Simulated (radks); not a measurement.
Q: Successive ionisation energies (eV) of one element, from differences of total energies of ions in their ground configurations, starting at charge 22: 651.53, 682.05, 781.14, 832.79, 885.61, 939.59, 994.71, 1051.0, 1108.3, 1166.8, 1226.3, 1286.9, 1348.5, 1411.2, 1475.0, 1797.9, 1859.0, 1920.7, 1983.0, 2045.8, 2109.3, 2173.2. All-electron calculation, scalar-relativistic Kohn-Sham, PBE, spin-unpolarised, spherical densities, point nucleus. Program: a radial shooting solver on a logarithmic mesh with Libxc functionals. Which element is it?

A: Bismuth (Z = 83). The first species listed is Bi22+ in [Kr] 4d10 4f13 5s2, the last Bi43+ in [Kr] 4d4.
